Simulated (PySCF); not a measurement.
Input for PySCF: U-HF/LANL2DZ on HBr, a point of a bond scan (R = 2.137 Å).

```python
from pyscf import gto, scf, dft, mp
from pyscf.data.elements import chemcore

mol = gto.M(
    atom='''
    Br   -0.00000000   -0.00000000   -0.03957816
    H     0.00000000    0.00000000    2.09764242
    ''',
    basis='lanl2dz',
    ecp={'Br': 'lanl2dz'},
    charge=0, spin=0, verbose=3, max_memory=1800)
mf = scf.UHF(mol)
mf.conv_tol = 1e-8
mf.max_cycle = 100
mf.init_guess_breaksym = True
mf.kernel()
if not mf.converged:
    mf = mf.newton().run(mf.mo_coeff, mf.mo_occ)
for _ in range(4):
    mo, _, stable, _ = mf.stability(return_status=True)
    if stable:
        break
    mf.kernel(mf.make_rdm1(mo, mf.mo_occ))
```

Program output:

```
converged SCF energy = -13.4131018575301  <S^2> = 6.4124395e-10  2S+1 = 1
<class 'pyscf.scf.uhf.UHF'> wavefunction has an internal instability
converged SCF energy = -13.4340059448085  <S^2> = 0.61531283  2S+1 = 1.8604438
<class 'pyscf.scf.uhf.UHF'> wavefunction is stable in the internal stability analysis
```

Self-consistency was reached. Its determinant has ⟨S²⟩ = 0.62, a mixture of spin states.

Cost: roughly 0.22 core-seconds.
